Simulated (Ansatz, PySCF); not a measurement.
Input for Ansatz (a program for electronic structure):
Ansatz 0.2 input:
```yaml
crystal:
  periodic: [false, false, false]
  atoms:
    - {symbol: Au, position_ang: [-0.54339413, -0.35668584, -0.25701587]}
    - {symbol: C, position_ang: [2.63682431, 1.86151860, 1.47509506]}
    - {symbol: N, position_ang: [1.53316793, 1.14161734, 0.96100701]}
    - {symbol: C, position_ang: [1.27111041, 0.47443271, -0.02646591]}
    - {symbol: H, position_ang: [2.33558046, 2.90189346, 1.61443911]}
    - {symbol: H, position_ang: [3.51578500, 1.82487320, 0.82077532]}
    - {symbol: H, position_ang: [2.89698662, 1.44438510, 2.45021541]}
basis:
  gaussian:
    orbitals: def2-SVPD
hamiltonian:
  xc: b3lyp5
magnetization: {spin_polarized: true, initial_magnetization: 1}
accuracy: high
```

**Question.** Give the equivalent PySCF input.

**Answer.** One answer among several that fit: 
```python
from pyscf import gto, scf, dft

mol = gto.Mole()
mol.atom = '''
    Au   -0.54339413   -0.35668584   -0.25701587
    C     2.63682431    1.86151860    1.47509506
    N     1.53316793    1.14161734    0.96100701
    C     1.27111041    0.47443271   -0.02646591
    H     2.33558046    2.90189346    1.61443911
    H     3.51578500    1.82487320    0.82077532
    H     2.89698662    1.44438510    2.45021541
'''
mol.basis = 'def2-svpd'
mol.ecp = {'Au': 'def2-svpd'}
mol.spin = 1
mol.verbose = 4
mol.build()

mf = dft.UKS(mol)
mf.xc = 'b3lyp5'
mf.grids.atom_grid = (99, 590)
mf.grids.prune = None
mf.kernel()
```

Both were run: Ansatz gave -268.244011 Eh and PySCF -268.244010 Eh, 0.000 mEh apart.
